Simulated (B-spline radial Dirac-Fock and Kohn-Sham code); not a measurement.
Dipole and non-dipole photoemission parameters of Ir⁴⁺ 3p3/2

System: iridium as Ir⁴⁺, [Xe] 4f14 5d5; threshold 2595.2 eV (orbital energy of the model). Model: Dirac-Hartree-Slater photoionisation with a Latter tail; cross sections with all multipoles, angular parameters from the dipole term and its interference with E2. Program: an atomic code on a B-spline grid.

The run's input, task.json:

```json
{"items": [{
  "Z": 77,
  "q": 4,
  "cfg": [[1, 0, 2], [2, 0, 2], [2, 1, 6], [3, 0, 2], [3, 1, 6], [3, 2, 10], [4, 0, 2], [4, 1, 6], [4, 2, 10], [4, 3, 14], [5, 0, 2], [5, 1, 6], [5, 2, 5]],
  "A": 193,
  "rrms": 5.4032,
  "do": "xps",
  "hv": [60, 62.4, 81.3, 111.0, 130.0, 135.0, 174.0, 183.0, 200, 207.0, 215.0, 253.0, 300, 671.0, 753.0, 765.0, 915.0, 1000, 1253.6, 2000, 2230.0, 2690.0, 3630.0, 4000, 6280.0, 7400.0, 8450.0, 9251.7, 12300.0, 12600.0]
}]}
```

Command: `python xray2_run.py task.json out`

For linearly polarised light dσ/dΩ = σ/(4π) [1 + β P₂(cos θ) + (δ + γ cos²θ) sin θ cos φ], with θ from the polarisation vector and φ the angle between the beam and the projection of the electron momentum on the plane normal to the polarisation.

```tsv
hν (eV)	σ (kb)	β	γ	δ
2690	113	0.566	0.097	0.214
3630	69.1	1.411	0.154	0.024
4000	58.1	1.497	0.050	0.015
6280	?	?	?	?
7400	16.6	1.690	0.143	0.020
8450	12.3	1.695	0.296	0.024
9251.7	9.96	1.693	0.417	0.026
12300	5.00	1.668	0.864	0.036
12600	4.71	1.664	0.906	0.037
```

Task: Give the values at 6280 eV.

Result: σ = 23.7 kb, β = 1.672, γ = 0.008, δ = 0.016.

Values without a named source are computed, but for edge energies of neutral atoms, which are taken from tables.
